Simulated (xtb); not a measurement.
C₆H₁₃, doublet, from a rough starting geometry; GFN2-xTB in xtb.

Here is a job for xtb.
```
$ xtb mol.xyz --gfn 2 --uhf 1 --opt vtight --json

# file mol.xyz
19

C     -2.77481458    -0.04533983     0.21511607
C     -1.78399704    -0.48833399    -0.84190022
C     -0.39906256    -0.03600522    -0.66661022
C      0.50803889    -0.56563747     0.31587390
C      1.96828135    -0.31528961     0.11048096
C      2.39776581     1.16192967     0.40286491
H     -2.42835150    -0.40942314     1.20036816
H     -2.75926210     1.07146251     0.28462772
H     -3.72997854    -0.41541603     0.06442197
H     -1.75226196    -1.61706503    -0.86904443
H     -2.16408810    -0.16282741    -1.85982608
H     -0.11539282     0.99295319    -1.10773697
H      0.22132770    -0.28058430     1.29186753
H      0.31559450    -1.71002459     0.35873516
H      2.24172792    -0.49159575    -0.94649934
H      2.56368741    -1.02414362     0.72838519
H      1.80002935     1.79281025    -0.27824220
H      2.08042293     1.38477896     1.47769890
H      3.47298535     1.29193916     0.27769018
```

Output, abridged:

```
   ID    Z sym.   atoms
    1    6 C      1-6
    2    1 H      7-19

           -------------------------------------------------
          |                Calculation Setup                |
           -------------------------------------------------

           -------------------------------------------------
          |                 G F N 2 - x T B                 |
           -------------------------------------------------

          ...................................................
          :                      SETUP                      :
          :.................................................:
          :  # basis functions                  37          :
          :  # atomic orbitals                  37          :
          :  # shells                           25          :
          :  # electrons                        37          :
          :  max. iterations                   250          :
          :  Hamiltonian                  GFN2-xTB          :
          :  restarted?                      false          :
          :  GBSA solvation                  false          :
          :  PC potential                    false          :
          :  electronic temp.          300.0000000     K    :
          :  accuracy                    1.0000000          :
          :  -> integral cutoff          0.2500000E+02      :
          :  -> integral neglect         0.1000000E-07      :
          :  -> SCF convergence          0.1000000E-05 Eh   :
          :  -> wf. convergence          0.1000000E-03 e    :
          :  Broyden damping             0.4000000          :
          :  net charge                          0          :
          :  unpaired electrons                  1          :
          ...................................................

 iter      E             dE          RMSdq      gap      omega  full diag
   1    -19.6079183 -0.196079E+02  0.269E+00    8.77       0.0  T
   2    -19.6596181 -0.516998E-01  0.143E+00    8.96       1.0  T
   3    -19.6602405 -0.622433E-03  0.740E-01    9.00       1.0  T
   4    -19.6603872 -0.146729E-03  0.950E-02    8.91       1.0  T
   5    -19.6604036 -0.163790E-04  0.533E-02    8.93       1.0  T
   6    -19.6604048 -0.119160E-05  0.444E-03    8.93       5.2  T
   7    -19.6604049 -0.783856E-07  0.169E-03    8.93      13.6  T
   8    -19.6604049 -0.607730E-08  0.424E-04    8.93      54.1  T
   9    -19.6604049 -0.406505E-09  0.197E-04    8.93     116.7  T

[...]
 * total energy  :   -19.4014221 Eh     change       -0.6794091E-05 Eh
 * total energy  :   -19.4014235 Eh     change       -0.1424323E-05 Eh
 * total energy  :   -19.4014242 Eh     change       -0.6788327E-06 Eh
 * total energy  :   -19.4014248 Eh     change       -0.6227351E-06 Eh
 * total energy  :   -19.4014250 Eh     change       -0.1884221E-06 Eh
 * total energy  :   -19.4014250 Eh     change        0.5189437E-07 Eh
 * total energy  :   -19.4014252 Eh     change       -0.1796322E-06 Eh
 * total energy  :   -19.4014251 Eh     change        0.7042750E-07 Eh
 * total energy  :   -19.4014252 Eh     change       -0.1234031E-06 Eh
 * total energy  :   -19.4014251 Eh     change        0.6986420E-07 Eh
 * total energy  :   -19.4014252 Eh     change       -0.1020852E-06 Eh
 * total energy  :   -19.4014253 Eh     change       -0.6654626E-07 Eh
   *** GEOMETRY OPTIMIZATION CONVERGED AFTER 123 ITERATIONS ***
         :: total energy             -19.401425314697 Eh    ::
[...]
     #   Z sym  total        # sym  WBO       # sym  WBO       # sym  WBO
 ---------------------------------------------------------------------------
     1   6 C    3.994 --     8 H    0.989     7 H    0.988     9 H    0.986
                             2 C    0.971
     2   6 C    3.998 --     3 C    1.073    10 H    0.972     1 C    0.971
                            11 H    0.964
     3   6 C    3.296 --     4 C    1.078     2 C    1.073    12 H    0.975
     4   6 C    3.998 --     3 C    1.078     5 C    0.983    13 H    0.970
                            14 H    0.935
     5   6 C    3.997 --     6 C    1.021     4 C    0.983    16 H    0.979
                            15 H    0.979
     6   6 C    3.997 --     5 C    1.021    18 H    0.988    19 H    0.987
                            17 H    0.985
     7   1 H    0.999 --     1 C    0.988
     8   1 H    0.999 --     1 C    0.989
     9   1 H    0.999 --     1 C    0.986
    10   1 H    0.999 --     2 C    0.972
    11   1 H    0.999 --     2 C    0.964
    12   1 H    1.000 --     3 C    0.975
    13   1 H    0.999 --     4 C    0.970
    14   1 H    0.996 --     4 C    0.935
    15   1 H    0.999 --     5 C    0.979
    16   1 H    0.999 --     5 C    0.979
    17   1 H    0.998 --     6 C    0.985
    18   1 H    0.999 --     6 C    0.988
    19   1 H    0.999 --     6 C    0.987
 ---------------------------------------------------------------------------

Topologies differ in total number of bonds
Writing topology from bond orders to xtbtopo.mol

molecular dipole:
                 x           y           z       tot (Debye)
 q only:       -0.007      -0.015       0.099
   full:       -0.001      -0.007       0.112       0.285
molecular quadrupole (traceless):
                xx          xy          yy          xz          yz          zz
 q only:        0.492      -0.241       0.127      -0.164      -0.107      -0.619
  q+dip:        0.739      -0.320      -1.091      -0.077      -1.459       0.352
   full:        0.641      -0.308      -0.475      -0.121      -0.798      -0.165

optimized geometry written to: xtbopt.xyz

           -------------------------------------------------
          | TOTAL ENERGY              -19.401425314697 Eh   |
          | GRADIENT NORM               0.000057849437 Eh/α |
          | HOMO-LUMO GAP              10.266446089376 eV   |
           -------------------------------------------------

normal termination of xtb
```
